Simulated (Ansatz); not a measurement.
Total energies of SeMe2 (C₂H₆Se) from Ansatz at PBE0-D4/def2-TZVP, gas phase (1 Eh = 27.2114 eV = 2625.5 kJ/mol). The reference geometry is relaxed at PBE0-D4/def2-TZVP.

```xyz
9

Se    0.5991   -0.9726   -0.6098
C     0.3394   -0.6005    1.2769
H    -0.7233   -0.5817    1.5163
H     0.8052    0.3480    1.5426
H     0.8202   -1.4059    1.8311
C    -0.3331    0.5904   -1.2832
H     0.1583    1.5008   -0.9414
H    -1.3741    0.5773   -0.9614
H    -0.2916    0.5442   -2.3709
```

```tsv
state	geometry	energy (Eh)
charge 0 singlet	reference	-2481.02141
charge 1 doublet	reference	-2480.71759
free Se atom (triplet)	–	-2401.20505
free C atom (triplet)	–	-37.80537
free H atom (doublet)	–	-0.50104
```

Work out the vertical ionisation energy to the doublet.

E(charge 1 doublet) − E(charge 0 singlet) = -2480.71759 − (-2481.02141) = 0.30382 Eh = 8.27 eV. For comparison, −ε of the highest occupied level is 6.00 eV at this level, 2.27 eV less.

What is the binding energy per atom against free atoms?

Atoms: 1 × (-2401.20505) + 2 × (-37.80537) + 6 × (-0.50104) = -2479.82203 Eh. Binding: -2479.82203 − (-2481.02141) = 1.19938 Eh = 32.64 eV, or 3.63 eV for each of 9 atoms (no zero-point energy, no counterpoise term).
